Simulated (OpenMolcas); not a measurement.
**Co2+ in KCdF3: curves along the breathing mode**

Co2+ with its 6 nearest fluoride ions, on the Cd site of idealised cubic KCdF3 (a = 4.302 Å, distance in the model lattice 2.151 Å). The rest of the host is ab initio model potentials to 7.6 Å, with orthogonalisation functions on the cations behind the ligands, and point charges beyond; the distance is set by hand and nothing relaxes. Ligand basis ANO-RCC-VDZP.

```json
{
  "Program": "OpenMolcas 26.06",
  "Method": "CASSCF",
  "Basis": "ANO-RCC-VDZP [5s4p2d1f]",
  "Scalar Hamiltonian": "DKH2, point nucleus",
  "Active space": "7 electrons in 5 orbitals (3d)",
  "State averaging": "2S+1 = 4 even, 10 roots; 2S+1 = 2 even, 40 roots",
  "Spin-orbit coupling": "state interaction with AMFI integrals over the reference wave functions"
}
```

Spin-free energies (labels of O, the rotations of Oh) in cm-1 above the lowest fitted minimum, as all ligands move together:

| R (Å) | 4T1 | 4T2 | 4A2 | 2E | 2T1 | 2T2 | 4T1(2) |
| --- | --- | --- | --- | --- | --- | --- | --- |
| 1.951 | 1560 | 9570 | 18960 | 14890 | 21570 | 22060 | 26490 |
| 1.997 | 20 | 7020 | 15280 | 14360 | 20060 | 20430 | 24070 |
| 2.043 | 620 | 6760 | 14040 | 15810 | 20680 | 20940 | 23940 |
| 2.089 | 3220 | 8610 | 15040 | 19120 | 23270 | 23420 | 25900 |
| 2.135 | 7710 | 12460 | 18160 | 24200 | 27740 | 27800 | 29850 |
| 2.18 | 13910 | 18120 | 23190 | 30880 | 33900 | 33890 | 35610 |
| 2.226 | 22130 | 25870 | 30390 | 39510 | 42080 | 42000 | 43440 |

Cubic fits give the following; the wavenumber is harmonic, with the mass of all moving ligands, small differences in it between states hang on the degree of the fit, a number in brackets counts states of one label, and the table is a selection of at most 14 states with clean curves.

```tsv
State	R0 (Å)	Breathing mode (cm-1)	Minimum (cm-1)
4T1	2.007	535	0
4T2	2.026	549	6610
4A2	2.046	561	14030
2E	1.986	517	14330
2T1	2.007	533	20050
2T2	2.009	533	20390
4T1(2)	2.024	548	23740
2A1	2.026	548	24770
2T1(2)	2.010	535	25970
2T2(2)	2.021	547	28890
2T1(3)	2.025	549	29520
2E(2)	2.027	546	31590
2T2(3)	2.031	551	34730
2E(3)	2.040	563	35160
```

The minimum of 4T2 is shifted by +0.0192 Å against 4T1 (from the unrounded fits). With M = 114.0 u for the moving shell, the Huang-Rhys factor in this mode is S = M ω ΔR² / 2ħ = 0.01483 × 114.0 × 535 × 0.0192² = 0.33. Only the first shell moves, against a rigid host.

An orbital triplet at a regular site is open to Jahn-Teller coupling, which can distort the site and quench the lowest spin-orbit gaps and is left out. Without dynamic correlation the repulsion within the d shell is too large (B by tens of per cent), so at a given field states of lower spin stand too high. Ligand-to-metal charge-transfer states are missing. With no ligand orbital active B as a rule stays too high, so bands that hang on it stand too high and its fall with covalency is understated. With metal d orbitals alone and no dynamic correlation 10Dq can be off by a tenth to a fifth, either way, in oxide and fluoride hosts. No measured value stands beside these numbers.
